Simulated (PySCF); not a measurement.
Excitation energy of Se⁺ by level of theory

Se⁺ [Ar] 3d10 4s2 4p3 (4S) → Se⁺ [Ar] 3d10 4s1 4p3 4d1 (6D), as a difference of total energies. Calculation: PySCF 2.14, in aug-cc-pVDZ-PP with ECP10MDF (5s4p3d, 32 functions); a scalar-relativistic core potential. Correlated levels: valence: 3s2 3p6 3d10 frozen. The calculations carry no spin-orbit coupling.

```
           method  excitation energy (cm⁻¹)
              UHF                    155370
    MP2 (valence)                    164920
SCS-MP2 (valence)                    166550
   CCSD (valence)                    167140
CCSD(T) (valence)                    167310
  CCSDT (valence)                    167340
```

The promoted electron is Rydberg-like, and one or two diffuse shells describe it only roughly, which tends to raise the upper state.
